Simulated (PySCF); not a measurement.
Ga(Me)2(PH2) (C₂H₈GaP), SMILES [Ga]([PH2])([CH3])[CH3]. Atoms are numbered in the order given.

```xyz
12

Ga    -0.2081     0.0162    -0.2514
C     -1.6422    -1.3451    -0.4291
H     -1.8159    -1.5988    -1.4873
H     -2.5837    -0.9224    -0.0362
H     -1.4241    -2.2669     0.1300
C     -0.0790     1.5568    -1.4976
H      0.5495     1.2667    -2.3579
H      0.3906     2.4326    -1.0245
H     -1.0668     1.8445    -1.8909
P      1.2533    -0.0910     1.5812
H      2.4100     0.3241     0.8521
H      1.5196    -1.4889     1.4517
```

Geometry: B3LYP-D3(BJ)/def2-SVP. The structure was generated by enumeration; whether it is a known compound was not checked. Other conformers were not sampled.

Computed with PBE/def2-TZVP in PySCF.

Atomic charges (e):

```csv
atom,IAO,Mulliken,Löwdin
Ga1,0.66,?,0.14
C2,-0.73,-0.51,-0.51
H3,0.16,0.14,0.13
H4,0.16,0.14,0.14
H5,0.16,0.14,0.13
C6,-0.73,-0.51,-0.51
H7,0.16,0.14,0.14
H8,0.16,0.14,0.13
H9,0.16,0.14,0.13
P10,-0.16,?,0.03
H11,0.01,?,0.03
H12,0.01,?,0.03
```

Fill in the missing entries. (Estimate from the structure and the level; the computed values follow.)


- Ga1, Mulliken: 0.34
- P10, Mulliken: -0.29
- H11, Mulliken: 0.08
- H12, Mulliken: 0.08
